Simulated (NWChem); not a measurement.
# C2H4N2OSi; SMILES N1=CO[SiH2]N=C1

```xyz
10

C      1.1395     1.0626     0.0000
N      0.0181     1.7123     0.0000
C     -1.1961     1.0104     0.0000
N     -1.4103    -0.2667     0.0000
Si    -0.0396    -1.3357     0.0000
O      1.3459    -0.2604     0.0000
H      2.0924     1.6297     0.0000
H     -2.0728     1.6955     0.0000
H      0.0544    -2.1826     1.2310
H      0.0544    -2.1826    -1.2310
```
Atoms are numbered in this order, from 1.

All runs: NWChem. Structure relaxed at the PBE-D3(BJ)/def2-SVP level. Vzz is the largest principal value of the second derivative of the potential at the nucleus (NWChem prints the opposite sign); η is the asymmetry. Non-relativistic.

For level Hartree-Fock/def2-SVP:

```
Property        Value
-------------  ------
Vzz N2 (a.u.)  -0.896
Vzz N4 (a.u.)  -0.847
Vzz O6 (a.u.)   1.425
η O6             0.05
```

Task: What are these values for level CAM-B3LYP/def2-SVP?

Result: 
| Item | Result |
|---|---|
| Vzz N2 (a.u.) | -0.857 |
| Vzz N4 (a.u.) | -0.806 |
| Vzz O6 (a.u.) | 1.280 |
| η O6 | 0.17 |
